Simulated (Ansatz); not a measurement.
Consider the formal exchange of groups at a Ge–Si bond: `[GeH3][SiH2][GeH3]` + `F[C@H]1C[C@@H]1F` → `F[C@H]1C[C@@H]1[GeH3]` + `F[SiH2][GeH3]`.

Isolated molecules relaxed with PBE0-D4/def2-TZVP in Ansatz; ΔE leaves out vibrations. CCSD(T)/CBS is the MP2 limit (def2-TZVPP, def2-QZVPP) plus CCSD(T) − MP2 in def2-TZVPP, frozen cores. This one scheme is used for every species. DFT in def2-TZVPP. B3LYP here is the variant with VWN-RPA as its local correlation; programs differ in this. For Ge outer-core shells are correlated without core-valence functions, which leaves a few kJ/mol of doubt a bond. Scalar relativity is left out up to krypton.

```tsv
level	ΔE (kJ/mol)	difference from CCSD(T)/CBS
PBE0-D4	-152.2	26.9
B3LYP-D4	-163.6	15.5
ωB97M-V	-168.4	10.7
B2PLYP	-173.8	5.3
PBE0	-152.3	26.8
B3LYP	-163.4	15.7
HF/def2-TZVPP	-178.6	0.5
MP2/def2-TZVPP	-189.9	-10.8
SCS-MP2/def2-TZVPP	-187.9	-8.8
CCSD/CBS(def2)	-180.7	-1.6
CCSD(T)/CBS	-179.1	0
```

Largest T1 diagnostic among the species: 0.012.

From PBE to PBE0 (25 % exact exchange), in def2-TZVPP and without D4, ΔE moves by −6.7 kJ/mol.
